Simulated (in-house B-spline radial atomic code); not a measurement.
Configurations of Ga5+, with energies counted from [Ar] 3d8. Computed with a radial B-spline atomic code at the basis-set limit: non-relativistic M06-2X, spin-polarised, spherical fractional occupations, exact exchange averaged over the configuration, point nucleus. Shells without spins written out take the highest spin.

Occupations are held fixed; configurations that lie above the ionisation limit could autoionise.

```json
{"configuration": "[Ar] 3d7 4s1", "E - E(ref) (eV)": "37.375", "highest orbital": "4s up", "its <r> (bohr)": "1.679"}
{"configuration": "[Ne] 3s2 3p5 3d9", "E - E(ref) (eV)": "82.58", "highest orbital": "3d down", "its <r> (bohr)": "0.7074"}
{"configuration": "[Ne] 3s2 3p5 3d8 4d1", "E - E(ref) (eV)": "148.9", "highest orbital": "4d up", "its <r> (bohr)": "2.204"}
{"configuration": "[Ne] 3s2 3p5 3d8 4f1", "E - E(ref) (eV)": "162.57", "highest orbital": "4f up", "its <r> (bohr)": "2.905"}
```

Order these further configurations by energy, lowest first.
A. [Ar] 3d7 4d1
B. [Ne] 3s2 3p5 3d8 4p1
C. [Ar] 3d7 4f1
D. [Ar] 3d7 4p1

D (48.905 eV), A (66.77 eV), C (80.397 eV), B (130.97 eV).
